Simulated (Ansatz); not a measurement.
Two members of one family (Series BiH2X), computed with Ansatz in the gas phase; def2 core potentials for Bi, I, no spin–orbit coupling. A negative affinity means that the extra electron isn't bound at that geometry and level; within about 0.2 eV of zero the sign isn't settled. Binding counts from free atoms in the multiplicity of their measured ground term, without zero-point energy. A dash marks a value that wasn't run or was left out as unsound. The structures are stationary points that may keep the symmetry of their start. Remarks come from the PBE and PBE0 runs and from stability tests at other levels; not every state was tested. A HOMO above zero means that the electron is unbound at that level and held by the basis, or that self-interaction error raises the level; the energy of removing that electron tells which.

First: BiH2I (singlet, charge 0, PBE-D4/def2-TZVP geometry).

```xyz
4

Bi   -0.695    0.219    0.549
H    -0.344    1.353   -0.817
H    -0.991   -1.097   -0.658
I     2.030   -0.475    0.926
```

```tsv
level	HOMO (eV)	LUMO (eV)	gap (eV)	vertical EA (eV)	binding per atom (eV)
PBE-D4/def2-TZVPD	-6.11	-3.00	3.11	0.73	1.93
BLYP-D4/def2-TZVP	-5.92	-2.87	3.04	–	1.95
PBE0-D4/def2-SVP	-7.07	-2.24	4.83	–	1.81
PBE0-D4/def2-TZVPD	-7.18	-2.32	4.86	0.76	1.85
BHLYP-D4/def2-TZVP	-8.07	-1.54	6.53	–	1.82
```

Remarks: HOMO above zero (-1 doublet).

Second: BiH2Me (singlet, charge 0, PBE-D4/def2-TZVP geometry).

```tsv
atom	x (Å)	y (Å)	z (Å)
Bi1	0.6210	0.0987	-1.3400
H2	2.1111	0.4107	-0.3597
H3	0.8456	-1.6830	-1.1047
C4	-0.7341	0.2695	0.4928
H5	-0.7957	1.3266	0.7748
H6	-0.3191	-0.3195	1.3164
H7	-1.7287	-0.1031	0.2204
```

Task: What does the change do? Estimate second minus first.

Result: 
```
             level  Δ HOMO (eV)  Δ LUMO (eV)  Δ gap (eV)  Δ vertical EA (eV)  Δ binding per atom (eV)
 PBE-D4/def2-TZVPD        -0.12         1.83        1.95               -1.45                     1.07
 BLYP-D4/def2-TZVP        -0.19         1.88        2.07                   –                     1.05
  PBE0-D4/def2-SVP        -0.08         2.23        2.31                   –                     1.12
PBE0-D4/def2-TZVPD        -0.04         1.83        1.87               -1.57                     1.09
BHLYP-D4/def2-TZVP        -0.03         1.89        1.92                   –                     1.08
```

Remarks: HOMO above zero (-1 doublet).
